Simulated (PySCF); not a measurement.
F₃H₃HfO₂, multiplicity 1. Atoms are numbered in the order given.

```xyz
9

Hf    -0.1443    -0.0109     0.0000
F      0.3851     0.8306    -1.6741
F     -0.0469    -1.9367     0.0000
F      0.3851     0.8306     1.6741
O     -2.0359     0.3330     0.0000
H     -2.9675     0.5519     0.0000
O      2.2337    -0.0776     0.0000
H      2.6315     0.3347     0.7817
H      2.6315     0.3347    -0.7817
```
Charge 0, spin multiplicity 1.

Geometry: B3LYP-D3(BJ)/def2-SVP. The multiplicity is an assumed one; other spin states were not compared. The def2 effective core potentials stand for the cores of Hf; spin–orbit coupling is left out. The values are those of a single conformer.

Level of theory: PBE/def2-TZVP (PySCF).

ESP charges are fitted to the potential on shells at 1.4 to 2.0 van der Waals radii. Atomic charges (e):

```
atom  Mulliken  ESP fit  Löwdin
----  --------  -------  ------
Hf1       1.46     1.66    0.58
F2           ?    -0.46   -0.25
F3           ?    -0.42   -0.22
F4           ?    -0.46   -0.25
O5           ?    -0.94   -0.26
H6        0.31     0.51    0.16
O7       -0.58    -0.74   -0.13
H8           ?     0.42    0.19
H9           ?     0.42    0.19
```

Some entries are withheld; supply them. (An estimate is asked for; the answer gives what the named calculation found.)


- F2, Mulliken: -0.44
- F3, Mulliken: -0.40
- F4, Mulliken: -0.44
- O5, Mulliken: -0.62
- H8, Mulliken: 0.36
- H9, Mulliken: 0.36
